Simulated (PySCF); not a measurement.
Cost against size for one kind of job: PySCF 2.14.0, density-fitted response routines, GIAO PBE0/pcSseg-1 NMR shielding, non-relativistic, gas phase; work: shieldings, charges and field gradients. Hardware: an Arm Neoverse N1 with one thread, on a shared host. Times come from a shared host and carry two figures at best.

| species (SMILES) | atoms | electrons | basis functions | SCF cycles | wall time |
| --- | --- | --- | --- | --- | --- |
| COBOCF | 12 | 48 | 132 | 13 | 18 s |
| CCCC=C(C)C | 21 | 56 | 189 | 14 | ? |
| CC(C)(C)C1CC1 | 21 | 56 | 189 | 12 | 42 s |
| B[C@H](B(F)F)C(=C)CC | 19 | 68 | 203 | 14 | 67 s |
| C#CCC(=C)[B@@H-](C#N)[NH2+]C | 21 | 72 | 225 | 16 | 87 s |

Q: Estimate the withheld figures.

A: `CCCC=C(C)C`: 44 s.

Q: Which species took longest, and how many times the shortest run?

A: `C#CCC(=C)[B@@H-](C#N)[NH2+]C`, at 87 s: about 4.8 times the shortest (18 s).
